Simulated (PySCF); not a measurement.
CH8FNSi2, SMILES N[SiH2][SiH2]CF.

Geometry: ωB97X-D3(BJ)/def2-SVP. This is a generated structure with no PubChem entry under its InChIKey; it may be hypothetical. One conformer was computed; it need not be the lowest.

Vertical ionisation energy (IE) and electron affinity (EA) in eV. Rows of orbital energies are one-electron estimates. Where ΔSCF, EOM or ADC give a negative EA the extra electron is unbound and the value depends on the basis.

| level | IE | EA |
|---|---|---|
| −ε(HOMO), −ε(LUMO), ωB97X/def2-TZVP (PySCF) | 9.72 | -1.66 |
| −ε(HOMO), −ε(LUMO), PBE/def2-TZVP (PySCF) | 5.95 | 1.18 |
